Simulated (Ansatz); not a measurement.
This geometry of CH₃FSe (6 atoms, charge 0, multiplicity 1) is a first-order saddle point.

The calculation used RKS PBE/def2-SVP in Ansatz 0.2.0.

```xyz
6
Properties=species:S:1:pos:R:3
F 0.820 0.074 -1.133
C 0.012 -0.526 -0.209
Se -0.614 0.786 1.177
H 0.570 -1.330 0.314
H -0.888 -0.944 -0.709
H 0.142 1.876 0.514
```

Question: Which two structures does it join? (They come from a converged band through this point; their orientation in space is the band's.)

Answer: No bond is made or broken. The dihedral F1–C2–Se3–H6 goes from -75 to 75°. The two ends are copies of one structure, up to a mirror image or an exchange of like atoms.

First end point:

```xyz
6
Properties=species:S:1:pos:R:3
F 0.495 -0.117 -1.498
C 0.002 -0.479 -0.271
Se -0.881 0.993 0.691
H 0.825 -0.877 0.358
H -0.789 -1.251 -0.387
H 0.390 1.667 1.061
```

Last end point:

```xyz
6
Properties=species:S:1:pos:R:3
F 0.789 -0.144 -1.365
C 0.139 -0.491 -0.209
Se 0.210 0.899 1.182
H 0.626 -1.377 0.252
H -0.923 -0.720 -0.431
H -0.800 1.768 0.525
```

Question: How far does it lie above each of them?

Answer: 0.171 eV above the first and 0.171 eV above the second. This is the barrier of this one path; another mechanism may lie lower.

The run took 37 s on 1 thread of Intel(R) Xeon(R) Platinum 8488C (Sapphire Rapids), on a shared host, peak memory 0.17 GiB.
